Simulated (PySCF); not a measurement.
Two species compared at the same levels of theory.

First species: C7H13OPSi.
InChI=1S/C7H13OPSi/c1-6-5-8-7(9-6)10(2,3)4/h5H,1-4H3

Second species: C₄H₁₀O₃Si.
Atom-mapped SMILES: `[CH3:1][O:2][CH2:3][SiH2:4][O:5][C:6]([CH3:7])=[O:8]` (hydrogens: H9, H10, H11 on C1; H12, H13 on C3; H14, H15 on Si4; H16, H17, H18 on C7)

Levels: PBE0/pcSseg-1 for dipole moment, HOMO energy, LUMO energy and HOMO–LUMO gap; GFN2-xTB for rotational constant A and rotational constant C. Geometries: GFN2-xTB. Each structure is a single optimised conformer of the isolated species, non-relativistic unless stated. Electronic properties by PySCF.

Dipoles, sizes and rotational constants follow the conformer. The torsions of the flexible species, by atom-mapped SMILES:
- `[CH3:1][c:2]1[cH:3][o:4][c:5]([Si:6]([CH3:7])([CH3:8])[CH3:9])[p:10]1`: O4–C5–Si6–C7 135°
- `[CH3:1][O:2][CH2:3][SiH2:4][O:5][C:6]([CH3:7])=[O:8]`: C1–O2–C3–Si4 180°, O2–C3–Si4–O5 -76°, C3–Si4–O5–C6 176°, Si4–O5–C6–C7 -178°

| property | column X | column Y |
| --- | --- | --- |
| dipole moment | 1.03 D | 3.13 D |
| HOMO energy | -6.60 eV | -7.55 eV |
| LUMO energy | -0.92 eV | 0.20 eV |
| HOMO–LUMO gap | 5.68 eV | 7.75 eV |
| rotational constant A | 1.893 GHz | 3.718 GHz |
| rotational constant C | 0.519 GHz | 0.679 GHz |

(1) Which column belongs to which species?

(2) How does each property change from the first species to the second?

## Answers

(1) Column X is the first species and column Y the second. The first has 23 atoms and 92 electrons, the second 18 and 72.

(2) dipole moment +2.10 D; HOMO energy -0.95 eV; LUMO energy +1.12 eV; HOMO–LUMO gap +2.07 eV; rotational constant A +1.825 GHz; rotational constant C +0.160 GHz.

On the first: The dipole matches unit charges of opposite sign 0.21 Å apart (1 e·Å = 4.8032 D).

On the second: The dipole equals about 10.4 × 10⁻³⁰ C·m (1 D = 3.33564 × 10⁻³⁰ C·m).
